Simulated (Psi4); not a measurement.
Interaction energy of HCl ··· Br2 (SMILES Cl and BrBr). Monomers: optimised at B3LYP-D3(BJ) (def2-TZVP), held rigid. Orientation: a random orientation, not optimised. The monomers approach along the line of their centres of mass (distance R); nothing else relaxes.

Geometry at R = 4.34 Å (first 2 atoms: monomer A):
```
4

Cl     0.6410     0.0000     0.0000
H     -0.6410     0.0000     0.0000
Br    -2.2013     3.9684     1.1833
Br    -1.8919     2.8969    -0.8461
```

- MP2/aug-cc-pVTZ = DF-MP2/aug-cc-pVTZ, frozen core, counterpoise-corrected (Psi4 1.11)
- wB97X-V/def2-TZVP, counterpoise-corrected (Psi4)

Interaction energies in kJ/mol:

```csv
R / Å,MP2/aug-cc-pVTZ
3.74,4.25
3.91,-0.25
4.16,-2.94
4.34,-3.41
4.53,-3.30
4.74,-2.89
5.03,-2.23
5.33,-1.63
5.83,-0.95
6.53,-0.46
7.58,-0.17
8.81,-0.07
```

Question: Predict the corresponding wB97X-V/def2-TZVP column.

Answer: 3.74: 5.87; 3.91: 0.98; 4.16: -2.13; 4.34: -2.79; 4.53: -2.82; 4.74: -2.50; 5.03: -1.89; 5.33: -1.34; 5.83: -0.73; 6.53: -0.34; 7.58: -0.13; 8.81: -0.05 (kJ/mol).
